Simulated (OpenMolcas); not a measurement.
Er2+ among 12 point charges of -1 e arranged as a cuboctahedron (Oh).

```
Program             : OpenMolcas 26.06
Method              : SS-CASPT2, IPEA 0.25 Eh, imaginary shift 0.1 Eh (closed shells correlated: 5s 5p)
Basis               : ANO-RCC-VDZP [7s6p4d2f1g]
Scalar Hamiltonian  : DKH2, point nucleus
Active space        : 12 electrons in 7 orbitals (4f)
State averaging     : 2S+1 = 3 even, 21 roots; 2S+1 = 1 even, 27 roots kept (CI in the orbitals of an earlier block)
Spin-orbit coupling : state interaction with AMFI integrals over the reference wave functions
```

All point charges move together. At R = 2.21 Å the width of the lowest J multiplet is 988 cm-1, and at R = 2.44 Å it is 148 cm-1.

Task: A third run gives 100 cm-1. What distance was it run at?

Result: With a power law R^-n the two known points give n = -ln(148 / 988) / ln(2.44 / 2.21) = 19.18. Then R = 2.21 × (988 / 100)^(1/19.18) = 2.490 Å. The run was at 2.6 Å, so the estimate is off by -0.110 Å.

Roots that are degenerate in the reference are averaged as groups; the widest CASPT2 spread within a group is 760 cm-1 (the 2-fold group of multiplicity 1 near 24100 cm-1 above the lowest state of its run, R = 2.21). Shifts and gaps below about the spread of the groups concerned are not significant. Point charges carry no covalency, so the field is a model and not that of real ligands. A group larger than the point group allows holds several states that coincide in this model. No measured value stands beside these numbers.
